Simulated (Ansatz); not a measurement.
`[SiH3][Se][GeH3]` + CH₄ → `C[Se][GeH3]` + SiH₄ at 700 K and 1 bar (formal exchange of groups at the Se–Si bond).

Computed with Ansatz on PBE0-D4/def2-TZVP structures; ΔE is electronic, products minus reactants. CBS: MP2 limit from def2 TZ/QZ plus the TZ coupled-cluster correction, frozen cores. This one scheme is used for every species. For Ge, Se outer-core shells are correlated without core-valence functions, which leaves a few kJ/mol of doubt a bond. Scalar relativity is left out up to krypton.

```json
{"species": "`[SiH3][Se][GeH3]`", "CCSD(T)/CBS energy (Eh)": "-4769.53721", "H − E (kJ/mol)": "203.6", "S (J/(mol·K))": "476.5"}
{"species": "CH₄", "CCSD(T)/CBS energy (Eh)": "-40.46206", "H − E (kJ/mol)": "145.9", "S (J/(mol·K))": "224.0"}
{"species": "`C[Se][GeH3]`", "CCSD(T)/CBS energy (Eh)": "-4518.49012", "H − E (kJ/mol)": "227.2", "S (J/(mol·K))": "439.1"}
{"species": "SiH₄", "CCSD(T)/CBS energy (Eh)": "-291.46306", "H − E (kJ/mol)": "115.5", "S (J/(mol·K))": "252.9"}
```

H − E and S are ideal-gas, rigid-rotor, harmonic terms from PBE0-D4/def2-TZVP. 1 Eh = 2625.50 kJ/mol, R = 8.31446 J/(mol·K).

Task: By hand: ΔE, ΔH, ΔS and ΔG.

Result: ΔE = (-4518.49012) + (-291.46306) − (-4769.53721) − (-40.46206) = 0.04609 Eh = 121.0 kJ/mol. Δ(H − E) = 227.2 + 115.5 − 203.6 − 145.9 = -6.8, so ΔH = 114.2 kJ/mol. ΔS = 439.1 + 252.9 − 476.5 − 224.0 = -8.5 J/(mol·K). ΔG = 114.2 − 700 × (-8.5)/1000 = 120.2 kJ/mol.

Task: By hand: the equilibrium constant, and the temperature at which ΔG would vanish if ΔH and ΔS stayed fixed.

Result: log₁₀ K = −ΔG/(RT ln 10) = -9.0. ΔH and −TΔS have one sign here, so there is no such temperature.

The number of gas molecules stays the same, so ΔS is small and ΔH decides. A doubt of 5 kJ/mol in ΔE shifts log₁₀ K by 0.4 here. Modes under 60 cm⁻¹, often nearly free rotors, make the harmonic entropy too high. These are equilibria of isolated gas molecules and say nothing of rates. Largest T1 diagnostic: 0.011 (customary marks: 0.02 for closed shells, 0.045 for open ones).
